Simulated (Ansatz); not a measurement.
C2H6AlBr (`[CH3][AlH][CH2]Br`) at its PBE0-D4/def2-TZVP geometry, where that method's forces vanish. Total charge 0; spin multiplicity 1.

```xyz
10

C    -0.7563   -1.4283    0.5717
Al   -0.2480    0.4442    0.6470
C     0.8292    1.2708   -0.7814
Br    1.3051   -0.0258   -2.1656
H     0.1316   -2.0657    0.5078
H    -1.3370   -1.6315   -0.3341
H    -1.3456   -1.7450    1.4347
H    -0.6611    1.4155    1.8389
H     0.3089    2.0807   -1.2968
H     1.7734    1.6850   -0.4222
```

Q: What forces (eV/Å) does r2SCAN-D4/def2-TZVPP give on these atoms in Ansatz 0.2.0? (Best estimate.)

A: The calculation gave: 
```
C1   0.003  0.056  0.023
Al2 -0.006 -0.003  0.008
C3  -0.090  0.154  0.221
Br4  0.068 -0.170 -0.192
H5  -0.026 -0.008 -0.006
H6   0.014 -0.020  0.016
H7   0.010 -0.017 -0.026
H8   0.008 -0.013 -0.019
H9   0.026  0.006 -0.003
H10 -0.005  0.014 -0.021
```
